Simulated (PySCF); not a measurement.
W(NH)(S)(Cl)(OH) (ClH2NOSW), SMILES [NH]=[W]([OH])(=[S])[Cl], multiplicity 1. The structure is a stationary point at PBE-D3(BJ)/def2-SVP. The spin state was assumed, not searched. The structure was generated by enumeration; whether it is a known compound was not checked. The def2 effective core potentials stand for the cores of W; spin–orbit coupling is left out. Other conformers were not sampled.

These are PBE-D3(BJ)/def2-SVP run with PySCF values and carry that method's errors.

Harmonic wavenumbers (cm⁻¹): 129, 152, 188, 225, 244, 330, 390, 513, 550, 584, 646, 721, 979, 3524, 3741. Rotational constants (GHz): 2.373, 1.684, 1.367; symmetry number 1.

### Question
Work out the zero-point energy and the ideal-gas rigid-rotor harmonic-oscillator thermochemistry at 298.15 K and 1 atm.

### Answer
ZPE = ½ Σ hcν = ½ × 12917 cm⁻¹ = 18.47 kcal/mol. H − E(el) = 23.64 kcal/mol. Entropy in cal/(mol K): translation 42.82, rotation 28.47, vibration 16.21, total 87.50. G − E(el) = -2.44 kcal/mol. Cp = 25.87 cal/(mol K). Modes under 150 cm⁻¹ make the vibrational entropy uncertain.
